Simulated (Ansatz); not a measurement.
Cost and result for the atomization energy of `[NH2][Zn][B](F)Cl` (7 atoms, 6 bonds).

Charge 0, multiplicity 1. For Zn the d shell is correlated and the shells below it are frozen. Scalar relativity is left out up to krypton. Geometry: relaxed with PBE0-D4/def2-TZVP. It is one conformer, not always the lowest. Program: Ansatz. All runs use 4 threads of an Arm Neoverse V1 on a shared host. Times are those of one run each, without the atoms' runs, and a repeat can differ threefold. Electronic energies, without spin–orbit coupling; frozen cores. CCSD(T)/CBS adds CCSD(T) − MP2 in def2-TZVPP to the MP2 limit, and its time is that of the two runs behind it. T1 = 0.015. With those shells the extrapolation isn't a true limit. HSE06 is the plane-wave form, built on full-range PBE exchange.

CCSD(T)/CBS is a level of theory with its own doubt, some kJ/mol a heavy atom from the limit and from the frozen cores, so smaller differences don't rank the functionals.

```csv
level,functions,wall time
LDA (SPW92)/def2-TZVPP,227,1.2 s
BLYP-D4/def2-TZVPP,227,2 s
revPBE-D4/def2-TZVPP,227,2.1 s
PBE-D4/def2-TZVPP (with forces),227,2.5 s
PBE0-D4/def2-TZVPP,227,3.5 s
BHLYP-D4/def2-TZVPP,227,3.5 s
HSE06-D4/def2-TZVPP,227,3.7 s
PBE-QIDH/def2-TZVPP,227,5.5 s
CCSD(T)/def2-SVP,101,5.5 s
ωB97X-V/def2-TZVPP,227,8 s
MP2/def2-QZVPP,401,17 s
CCSD(T)/def2-TZVPP,227,2.6 min
CCSD(T)/CBS(def2),–,2.9 min
```

(1) What atomization energy does each give, and how far from CCSD(T)/CBS? (An estimate is asked.)

Answers

(1) Computed: 
```csv
level,atomization (kJ/mol),difference from CCSD(T)/CBS,per bond
LDA (SPW92)/def2-TZVPP,2670.1,419.4,69.9
BLYP-D4/def2-TZVPP,2256.1,5.4,0.9
revPBE-D4/def2-TZVPP,2254.5,3.8,0.6
PBE-D4/def2-TZVPP (with forces),2339.3,88.6,14.8
PBE0-D4/def2-TZVPP,2270.2,19.5,3.2
BHLYP-D4/def2-TZVPP,2150.4,-100.3,-16.7
HSE06-D4/def2-TZVPP,2272.3,21.6,3.6
PBE-QIDH/def2-TZVPP,2254.4,3.7,0.6
CCSD(T)/def2-SVP,2084.8,-165.9,-27.7
ωB97X-V/def2-TZVPP,2278.5,27.8,4.6
MP2/def2-QZVPP,2324.2,73.5,12.2
CCSD(T)/def2-TZVPP,2176.7,-74.0,-12.3
CCSD(T)/CBS(def2),2250.7,0.0,0.0
```

In def2-TZVPP, CCSD(T) changes the Hartree–Fock value by +622.1 kJ/mol (the triples alone add +49.1 kJ/mol) and MP2 by +724.2 kJ/mol; breaking electron pairs costs correlation energy, which Hartree–Fock lacks. At CCSD(T), def2-SVP lies −165.9 kJ/mol from the extrapolated value and def2-TZVPP −74.0 kJ/mol: correlation converges slowly with the basis, and small sets miss more of it in the bonded molecule than in its fragments. From BLYP to BHLYP (50 % exact exchange), in def2-TZVPP and without D4, the atomization energy moves by −94.6 kJ/mol: exact exchange takes away binding that semilocal exchange gives to molecules.
